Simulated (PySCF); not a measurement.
PBE on Ge⁻ (germanium, charge -1), [Ar] 3d10 4s2 4p3, high-spin 4S determinant. Calculation: PySCF 2.14, in aug-cc-pVDZ-DK; scalar relativity by spin-free X2C-1e.

```
cycle= 1 E= -2098.39010209673  delta_E= -0.0109  |g|= 0.0778  |ddm|= 0.516
cycle= 2 E= -2098.39059308384  delta_E= -0.000491  |g|= 0.0555  |ddm|= 0.236
cycle= 3 E= -2098.39182480687  delta_E= -0.00123  |g|= 0.0118  |ddm|= 0.19
cycle= 4 E= -2098.39204315643  delta_E= -0.000218  |g|= 0.000226  |ddm|= 0.0593
cycle= 5 E= -2098.39204326632  delta_E= -1.1e-07  |g|= 7.59e-06  |ddm|= 0.0013
cycle= 6 E= -2098.39204326644  delta_E= -1.17e-10  |g|= 6.13e-08  |ddm|= 4.8e-05
converged SCF energy = -2098.39204326644  <S^2> = 3.7505818  2S+1 = 4.0002909
```

Highest occupied orbital energy: 1.177 eV; ⟨L²⟩ = 0.00; populations by l: s 8.00, p 15.00, d 10.00.

Task: Can this result be used?

Result: With care. Self-consistency was reached. At PBE the highest occupied level has a positive energy, so only the finite basis holds that electron; in a semilocal or global hybrid functional this comes from self-interaction and does not mean that the real anion is unbound.
